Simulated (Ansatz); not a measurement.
Two structures of SnH5SBr, closed shell, reached by relaxing down either side of one saddle point (PBE0-D4/def2-TZVP). Energies are electronic, without zero-point energy. Ansatz 0.2.0; basis: def2-TZVPP and def2-QZVPP; cores frozen in the correlated methods. Filled d shells of the heavier atoms are correlated. Core potentials replace the inner electrons of the atoms past krypton. The def2 sets are not built for correlating such inner shells, so the correlated values are less sure here. Extrapolation: Hartree–Fock as exp(−7.88 √X), correlation as X^−2.97. First:

Sn1  (-0.750, -0.990, 0.060)
S2  (1.324, -0.076, 0.928)
H3  (-0.283, -1.784, -1.365)
H4  (-1.369, -2.073, 1.220)
H5  (-1.815, 0.304, -0.217)
H6  (1.227, 1.511, -0.687)
Br7  (0.951, 2.419, -1.787)
H8  (0.715, 0.689, 1.849)
(Å)

Second:

```tsv
atom	x (Å)	y (Å)	z (Å)
Sn1	-1.2264	-0.4793	-0.6350
S2	2.2004	-0.1032	1.1441
H3	-0.0822	-1.5932	-1.2079
H4	-1.4169	-0.4863	1.0515
H5	-2.7186	-0.6168	-1.4454
H6	1.9883	0.8554	0.2266
Br7	-0.3864	1.7890	-1.2496
H8	1.6418	0.6344	2.1157
```

(1) Which bonds change from the first to the second?

(2) Give the saddle point's structure and its height above each. (Judge from chemistry; the value comes from the calculation.)

The T1 diagnostic stays at or below 0.012.

Results:

(1) SnH₄S ([SH][SnH3]) + HBr → SnH₃Br ([Br][SnH3]) + H₂S; bonds formed: Sn1–Br7, S2–H6; bonds broken: Sn1–S2, H6–Br7.

(2) The calculation gives: 16.26 kcal/mol above the first and 26.69 kcal/mol above the second (CCSD(T) at an estimated basis limit (MP2 extrapolated from triple and quadruple zeta, plus CCSD(T) − MP2 in triple zeta)).
Sn1  (-0.734, -0.663, -0.277)
S2  (1.453, 0.087, 1.035)
H3  (-0.329, -1.534, -1.671)
H4  (-0.950, -1.819, 0.992)
H5  (-2.078, 0.368, -0.186)
H6  (1.430, 1.031, -0.057)
Br7  (0.451, 1.624, -1.679)
H8  (0.757, 0.905, 1.843)
(Å)

Labels in which every atom is bracketed show which atoms are joined, not bond orders.

For scale, one of the runs: CCSD(T)/def2-TZVPP, 210 basis functions, launched by `ansatz run in.yaml --threads 4 --pin off --events-out ev --progress --plain --max-ram 9574MiB`. The run took 2.4 min on 4 CPU threads of an Arm Neoverse V1 (shared host), with 3.1 GiB of host memory at its peak.
